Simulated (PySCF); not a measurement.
Computed with PBE-D3(BJ)/def2-TZVP // PBE0-D4/def2-TZVP (PySCF). Isolated molecules, 0 K electronic values unless said otherwise. One relaxed conformer stands for a flexible species; it need not be the lowest. Delta-SCF ions had no search for a lower state. Excitations are Tamm–Dancoff values on a coarser integration grid. The basis has no diffuse functions, so Rydberg states are missing or too high.

Reference species (SMILES): `O[SiH3]` (neutral, multiplicity 1).

```
Property                                  Result
--------------------------------------  --------
vertical ionisation energy (Delta-SCF)  10.90 eV
S1 excitation (TDA)                      6.50 eV
```

Changed species: `C[SiH2]O` (C–Si–O–H torsion 70°) (X = methyl; the reference has X = H).

Problem. What does the change do to the vertical ionisation energy (Delta-SCF) and S1 excitation (TDA)?

Solution. the vertical ionisation energy (Delta-SCF) falls by 0.61 eV, to 10.29 eV; the S1 excitation (TDA) rises by 0.17 eV, to 6.67 eV.
